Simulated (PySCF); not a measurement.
CH5BO, SMILES BOC. Geometry optimised at PBE0-D3(BJ)/def2-TZVP.

Q: Give the equilibrium geometry at PBE0-D3(BJ)/def2-TZVP (PySCF confirms it by a frequency run) as bond lengths and angles, and its point group. (An estimate is asked for; the answer gives what the named calculation found.)

A: point group Cs.
Atoms: B1 H2 H3 O4 C5 H6 H7 H8. Bonded distances (Å): B1–H2 1.196, B1–H3 1.204, B1–O4 1.339, O4–C5 1.413, C5–H6 1.094, C5–H7 1.092, C5–H8 1.092. Bond angles (°): H2–B1–H3 122.9, H2–B1–O4 116.9, H3–B1–O4 120.2, B1–O4–C5 122.3, O4–C5–H6 111.3, O4–C5–H7 108.8, O4–C5–H8 108.8, H6–C5–H7 109.6, H6–C5–H8 109.6, H7–C5–H8 108.7.
Charge 0, spin multiplicity 1.
